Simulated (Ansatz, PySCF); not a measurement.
Reaction (SMILES): O=c1cc1 + 6 [H][H] (H2) → 3 C (CH4) + O (H2O)
Each molecule is optimised on its own at B3LYP-D3(BJ)/def2-TZVP (Ansatz, a program for electronic structure).

Wanted: energy of full hydrogenation (enthalpy at 298 K, with B3LYP-D3(BJ) rigid-rotor harmonic-oscillator terms from PySCF), in kcal/mol. Cores are frozen in the correlated levels unless marked. No spin-orbit coupling. Non-relativistic. CBS marks a two-point X^-3 extrapolation of the correlation energy; Hartree-Fock from the larger set. [CCSD(T)-MP2]/basis is that difference in the basis named.

```
level                                                                 program  energy of full hydrogenation (kcal/mol)
-------------------------------------------------------------  --------------  ---------------------------------------
B3LYP-D4/def2-TZVPD                                            Ansatz + dftd4                                        ?
PBE0/STO-3G                                                            Ansatz                                   -173.9
r2SCANh-D4/def2-TZVPD                                          Ansatz + dftd4                                   -148.1
CAM-B3LYP/def2-TZVPD                                                   Ansatz                                        ?
SCS-MP2/cc-pVDZ                                                        Ansatz                                   -143.2
RI-MP2/CBS(aug-cc-pVTZ,aug-cc-pVQZ)+[CCSD(T)-MP2]/aug-cc-pVTZ          Ansatz                                        ?
```

Q: Fill in the missing entries.

A: 
- B3LYP-D4/def2-TZVPD, energy of full hydrogenation (kcal/mol): -143.7
- CAM-B3LYP/def2-TZVPD, energy of full hydrogenation (kcal/mol): -152.2
- RI-MP2/CBS(aug-cc-pVTZ,aug-cc-pVQZ)+[CCSD(T)-MP2]/aug-cc-pVTZ, energy of full hydrogenation (kcal/mol): -150.2
